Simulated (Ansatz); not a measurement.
A nudged elastic band was laid between two geometries of CH5BFN + H2 (11 atoms, charge 0, multiplicity 1).

These are results of Ansatz, RKS PBE/6-31G*, not measurements.

```
movable images  : 9
climbing image  : yes
spring          : 5.0 eV/Å²
optimiser       : quadratic models (default)
start path      : through a guess of the saddle point
force threshold : 0.05 eV/Å
iteration limit : 60
end points      : relaxed
```

First end point:

```xyz
11
Properties=species:S:1:pos:R:3
B 0.057 -0.193 -0.391
F 0.157 0.052 0.948
N 1.258 -0.440 -1.086
H 2.167 -0.439 -0.628
H 1.292 -0.633 -2.083
C -1.368 -0.183 -1.072
H -2.030 -0.931 -0.599
H -1.860 0.796 -0.926
H -1.344 -0.390 -2.156
H 0.117 2.765 2.612
H 0.114 2.121 2.225
```

Last end point:

```xyz
11
Properties=species:S:1:pos:R:3
B 0.142 0.538 -0.546
F -0.306 0.576 2.229
N 1.304 -0.181 -0.844
H 1.288 -1.108 -1.266
H 2.243 0.149 -0.632
C -1.315 0.029 -0.848
H -1.353 -0.956 -1.345
H -1.869 -0.048 0.105
H -1.873 0.751 -1.472
H 0.328 1.641 -0.045
H -0.030 1.133 1.508
```

**Question.** What changes between the two ends?

**Answer.** Bonds broken: B1–F2, H10–H11. Bonds formed: B1–H10, F2–H11. CH5BFN + H2 becomes CH6BN + FH.

**Question.** What energy profile does the band end with?

**Answer.** The run converged. The highest image is number 6 of 0 to 10, 61.1 kcal/mol above the first end and 27.4 kcal/mol above the last; the last end lies 33.7 kcal/mol above the first. Neighbouring images differ by up to 1.7 eV, so the band resolves the path poorly. A vibrational analysis at the climbing image gives one clearly imaginary mode, 535i cm⁻¹: a first-order saddle point. The orbitals stay closed-shell, which can raise the energy where a bond breaks towards radicals; this wasn't checked here.

```json
{"image": "0", "path coordinate (Å)": "0.00", "energy (kcal/mol)": "0.0", "B1–F2 (Å)": "1.36", "H10–H11 (Å)": "0.75", "B1–H10 (Å)": "4.22"}
{"image": "1", "path coordinate (Å)": "0.88", "energy (kcal/mol)": "0.1", "B1–F2 (Å)": "1.36", "H10–H11 (Å)": "0.75", "B1–H10 (Å)": "3.86"}
{"image": "2", "path coordinate (Å)": "1.75", "energy (kcal/mol)": "0.6", "B1–F2 (Å)": "1.36", "H10–H11 (Å)": "0.75", "B1–H10 (Å)": "3.51"}
{"image": "3", "path coordinate (Å)": "2.63", "energy (kcal/mol)": "1.4", "B1–F2 (Å)": "1.36", "H10–H11 (Å)": "0.75", "B1–H10 (Å)": "3.03"}
{"image": "4", "path coordinate (Å)": "3.50", "energy (kcal/mol)": "9.4", "B1–F2 (Å)": "1.37", "H10–H11 (Å)": "0.75", "B1–H10 (Å)": "2.27"}
{"image": "5", "path coordinate (Å)": "4.38", "energy (kcal/mol)": "49.8", "B1–F2 (Å)": "1.55", "H10–H11 (Å)": "0.89", "B1–H10 (Å)": "1.55"}
{"image": "6", "path coordinate (Å)": "5.26", "energy (kcal/mol)": "61.1", "B1–F2 (Å)": "2.15", "H10–H11 (Å)": "1.73", "B1–H10 (Å)": "1.24"}
{"image": "7", "path coordinate (Å)": "5.97", "energy (kcal/mol)": "53.9", "B1–F2 (Å)": "2.28", "H10–H11 (Å)": "1.95", "B1–H10 (Å)": "1.23"}
{"image": "8", "path coordinate (Å)": "6.68", "energy (kcal/mol)": "39.8", "B1–F2 (Å)": "2.55", "H10–H11 (Å)": "2.04", "B1–H10 (Å)": "1.22"}
{"image": "9", "path coordinate (Å)": "7.40", "energy (kcal/mol)": "34.3", "B1–F2 (Å)": "2.73", "H10–H11 (Å)": "1.77", "B1–H10 (Å)": "1.22"}
{"image": "10", "path coordinate (Å)": "8.11", "energy (kcal/mol)": "33.7", "B1–F2 (Å)": "2.81", "H10–H11 (Å)": "1.67", "B1–H10 (Å)": "1.23"}
```

**Question.** What is the geometry of the highest image?

**Answer.** 
```xyz
11
Properties=species:S:1:pos:R:3:forces:R:3
B 0.096 0.622 -0.313 0.01 -0.02 0.01
F 0.037 0.061 1.762 0.00 -0.02 0.00
N 1.429 0.035 -0.609 -0.01 0.00 -0.01
H 1.461 -0.911 -0.202 -0.01 0.00 0.00
H 1.472 -0.145 -1.624 0.01 0.01 0.01
C -1.288 0.100 -0.865 0.00 0.00 0.01
H -1.330 -0.994 -1.007 0.00 0.00 0.00
H -2.153 0.418 -0.257 0.00 0.00 0.00
H -1.437 0.558 -1.866 0.00 0.00 0.00
H 0.103 1.776 0.138 0.00 0.01 -0.01
H 0.170 1.008 1.688 0.00 0.02 -0.01
```

Run time: 6.4 min on 1 thread of Arm Neoverse V2, with other jobs on the host, peak memory 0.11 GiB.
